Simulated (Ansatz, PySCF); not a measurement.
C₃H₆Cl₂OSi, singlet, at a GFN2-xTB geometry, with bond 13-5 at 1.8 times its length. Base run: CASSCF(4,5)/STO-3G (PySCF).

PySCF was given this input:
```python
from pyscf import gto, scf, mcscf
import numpy

mol = gto.M(
    atom='''
C    -2.837566    1.367937   -0.536650
C    -2.272082    0.302199   -0.001859
C    -1.339625   -0.611602   -0.730184
Si    0.465318   -0.408893   -0.158560
O     1.292920   -1.504802   -1.018856
Cl    0.676903   -0.781022    1.820219
Cl    1.161767    1.452190   -0.536924
H    -2.666510    1.643140   -1.564561
H    -3.495534    2.007337    0.025763
H    -2.453503    0.049605    1.034403
H    -1.643874   -1.646395   -0.566376
H    -1.398432   -0.419209   -1.801599
H     2.994578   -1.734870   -0.914348
''',
    basis='sto-3g',
    charge=0,
    spin=0,
    verbose=4,
)

mf = scf.RHF(mol)
mf.kernel()
mc = mcscf.CASSCF(mf, 5, 4)
mc.fix_spin_(ss=0.0)
mc.kernel()
occ = numpy.linalg.eigvalsh(mc.fcisolver.make_rdm1(mc.ci, mc.ncas, mc.nelecas))[::-1]
ss = mc.fcisolver.spin_square(mc.ci, mc.ncas, mc.nelecas)[0]
print('natural occupations', occ.round(4), ' <S^2>', round(ss, 4))
```

Programs used: Ansatz (a program for electronic structure), PySCF; a row that names a program was run with it.

Variants of this job, named by their change:

```csv
change,ΔE vs base (kcal/mol),natural occupations,<S^2> of the state
base,0.000,1.89 1.65 0.35 0.11 0.00,0.00
solver = newton,0.283,1.89 1.65 0.35 0.11 0.00,0.00
fix_spin_ = off,0.283,1.89 1.65 0.35 0.11 0.00,0.00
"active space = 6 electrons, 6 orbitals",-4.71,1.99 1.89 1.65 0.35 0.11 0.01,0.00
code = ansatz,0.022,-,-
conv_tol = 1e-5,0.325,1.89 1.65 0.35 0.11 0.00,0.00
"code = ansatz; correction = SC-NEVPT2, all electrons",-125.2,-,-
"active space = 2 electrons, 2 orbitals",26.21,1.65 0.35,0.00
"active space = 2 electrons, 3 orbitals",69.1,1.89 0.11 0.00,0.00
orbitals = fixed (CASCI); correction = SC-NEVPT2,-123.1,1.93 1.79 0.21 0.07 0.00,0.00
correction = SC-NEVPT2,-125.2,1.89 1.65 0.35 0.11 0.00,0.00
```

Active orbitals are taken around the Fermi level unless the row says otherwise; CASSCF can end in different local minima, and two programs can end on different orbitals. State-averaged rows give the lowest state.
